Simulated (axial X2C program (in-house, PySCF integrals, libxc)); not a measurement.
**Correcting the dissociation energy of CsO⁺ for spin–orbit coupling**

A spin-free CCSD(T) curve (one-electron X2C) was computed with an in-house relativistic program for diatomic molecules, basis Cs dyall-cv3z [15s15p9d4f1g], O dyall-av3z [7s6p3d2f] (cores contracted in-house), for the state M_S = 1, Λ = 0 (beyond evenly filled blocks: π+α, π-α). It gives D0 = 0.109 eV to Cs+ + O, which in a spin-free picture are the weighted means of the ground terms.

Correlated methods: 14 electrons correlated (number of frozen shells: Cs 4 s, 3 p, 2 d; O 1 s), 296 virtual spin orbitals or spinors in MP2, 89 natural virtuals in coupled cluster.

Measured levels of the ground terms (NIST Handbook of Basic Atomic Spectroscopic Data), in cm⁻¹: Cs+ 1S: J = 0 at 0; O 3P: J = 2 at 0, J = 1 at 158.3, J = 0 at 227.

The molecular state has Λ = 0, so it has no first-order lowering.

How far does each ground level lie under the (2J+1)-weighted mean of its term?

Cs+: a single level, 0; O: (5 × 0 + 3 × 158.3 + 1 × 227)/9 = 78 cm⁻¹.

Correct D0.

D0 = 0.109 + (0 − 78)/8065.5 = 0.099 eV at CCSD(T) with these spin–orbit terms. The direct two-component run gives 0.102 eV; the difference holds second-order terms in the molecule, scalar two-electron terms, the gap between measured and computed atomic splittings (a 2c atom can miss part of its lowering) and, in coupled cluster, the truncation of each run.

Second-order spin–orbit effects in the molecule, which grow quickly with Z, are left out. Occupations by symmetry block were frozen at the best pattern of an incomplete PBE0 search. De is counted from the lowest determinant-based energies of the atoms at the same level, without counterpoise correction. CCSD and (T) use frozen natural virtuals with an MP2 correction for the truncation; (T) itself is uncorrected, so its De runs slightly low. Other states lie close and PBE0, whose exact exchange favours high spin, may order them wrongly; the determinant shown need not be the ground state. The nearest other spin-free determinant of the search, M_S = 1, Λ = 1, lies 0.33 eV up at the distance of the search.
